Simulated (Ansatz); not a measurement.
The cluster NbB7, relaxed as a singlet with RKS PBE-D4/def2-SVP in Ansatz, starting from the GFN2-xTB geometry. Force threshold 0.02 eV/Å.

In the def2 sets Nb takes a core potential; there is no spin–orbit coupling. The restricted singlet is unstable towards broken spin symmetry in Hartree–Fock (as tested in another run); at PBE-D4/def2-SVP this wasn't settled. Another isomer (singlet) lies 0.99 eV lower at PBE0-D4/def2-TZVP; other spin states weren't run for this one.

Start:

```
atom   x (Å)   y (Å)   z (Å)
 Nb1   2.024  -1.444  -0.143
  B2   0.046  -0.601  -0.485
  B3   1.293   0.307   0.961
  B4  -1.462  -0.432   0.527
  B5  -1.765   0.123  -0.848
  B6   0.614   1.159  -0.177
  B7  -0.189  -0.104   1.308
  B8  -0.561   0.993  -1.142
```

Question: Estimate the energy that the relaxation releases and the steps that it takes.

Answer: 222.1 kJ/mol, in 11 steps; 20 s on 2 threads of AMD EPYC 7R13 on a shared host. No frequencies were taken in this run, so the end may be a saddle point.

Question: Does the start keep its bonding and symmetry?

Answer: By distances, no bond broke or formed. The bond that changes most is Nb1–B6, from 2.96 to 2.25 Å (atoms count from 1). A close non-bonded pair moves further: B2–B3, from 2.11 to 2.73 Å. Point group Cs at the start, Cs at the end, both within 0.05 Å.

Question: Predict the relaxed structure.

Answer: 
```
atom    x (Å)    y (Å)    z (Å)
 Nb1   1.7755  -1.1132  -0.0002
  B2  -0.1964  -0.6673  -0.6703
  B3   1.4753   0.4447   1.1818
  B4  -1.4649  -0.2262   0.5261
  B5  -1.7756  -0.0425  -0.9948
  B6   0.8184   0.9018  -0.2711
  B7   0.0222  -0.3442   1.1970
  B8  -0.6544   1.0469  -0.9685
```
Bond lengths: 11 × B–B 1.56 to 1.91 Å; 4 × B–Nb 1.98 to 2.26 Å.
